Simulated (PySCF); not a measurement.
# Sb (antimony, neutral): B2PLYP calculation

Configuration: [Kr] 4d10 5s2 5p3, high-spin 4S determinant. Calculation: PySCF 2.14, in aug-cc-pVQZ-PP with ECP28MDF (7s7p5d3f2g, 92 functions); scalar relativity through the core potential.

- Total energy, PT2 part included: -239.9408 hartree
- One-electron energy: -419.7413 hartree
- Hartree (Coulomb) energy: 198.9059 hartree
- Exchange-correlation energy: -19.0836 hartree
- PT2 correlation before scaling by 0.27: -0.08097 hartree
- ⟨S²⟩: 3.7511
- ⟨L²⟩: 0.000
- Sum of ⟨r⟩: 30.31 bohr
- Sum of ⟨r²⟩: 58.97 bohr²

| shell | electrons | mean orbital energy (eV) | rms radius, mean of both spins (bohr) |
| --- | --- | --- | --- |
| 4s α | 1 | -164.74 | 0.848 |
| 4s β | 1 | -164.46 | 0.848 |
| 4p α | 3 | -114.66 | 0.917 |
| 4p β | 3 | -114.38 | 0.917 |
| 4d α | 5 | -39.003 | 1.11 |
| 4d β | 5 | -38.699 | 1.11 |
| 5s α | 1 | -16.915 | 2.41 |
| 5s β | 1 | -13.221 | 2.41 |
| 5p α | 3 | -7.305 | 3.08 |

Energies and moments cover only the electrons outside the core potential.

The orbital energies are those of the SCF part of the double hybrid.
